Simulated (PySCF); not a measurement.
Compound: C₇H₁₃ClSi.
Numbering: `[CH3:1][CH2:2][CH2:3][C@@H:4]1[CH:5]=[C:6]1[SiH2:7][CH2:8][Cl:9]`

Cartesian coordinates in Å at the GFN2-xTB level; atoms count from 1:
```xyz
22
C7H13ClSi angstrom
C      2.4512    1.1907    1.2277
C      1.8164    0.2041    0.2565
C      1.0369    0.9162   -0.8490
C      0.3555   -0.0751   -1.7669
C     -0.9713    0.2126   -2.3708
C     -1.0016   -0.6486   -1.3845
Si    -1.8808   -1.7600   -0.1928
C     -2.7602   -0.6477    1.0981
Cl    -1.5648    0.3575    1.9622
H      1.6829    1.7875    1.7145
H      3.0143    0.6655    1.9959
H      3.1278    1.8634    0.7042
H      2.5918   -0.4204   -0.1938
H      1.1331   -0.4511    0.8009
H      1.7189    1.5472   -1.4268
H      0.2816    1.5622   -0.3959
H      1.0479   -0.7184   -2.3073
H     -1.4866    0.7699   -3.1152
H     -0.9193   -2.6154    0.5037
H     -2.9327   -2.5354   -0.8606
H     -3.2830   -1.2256    1.8569
H     -3.4684    0.0405    0.6415
```

Probes without a nucleus sit at each ring's centroid and 1 Å off its mean plane on both sides; NICS is minus the shielding there, NICSzz its component along the normal. Level: GIAO PBE0/pcSseg-1 (PySCF, non-relativistic, gas phase) on the GFN2-xTB geometry, one conformer.

Ring bond lengths (Å), with Mayer bond orders in brackets: C4–C5 1.486 (0.95), C5–C6 1.310 (1.70), C6–C4 1.522 (0.88).

Q: Give the NICS values of each ring in ppm.

A: 
```csv
ring,type,NICS(0),"NICS(1), two faces","NICS(1)zz, two faces",rms pucker (Å),"centre to ring atoms, mean (Å)"
C4–C5–C6,"3-membered carbocycle; formal bonds 1 double, 2 single",-27.9,-7.9 / -7.0,-17.9 / -14.1,0.00,0.83
```

Q: What do they say, and how far can they be read as aromaticity?

A: 
- C4–C5–C6: mean NICS(1)zz -16.0 ppm, shielded. C4 has four or more neighbours, and the NICS criterion for π rings isn't applied. The two faces differ by 3.8 ppm, so no symmetry operation interchanges them. NICS(0) lies 20 ppm below the mean NICS(1).
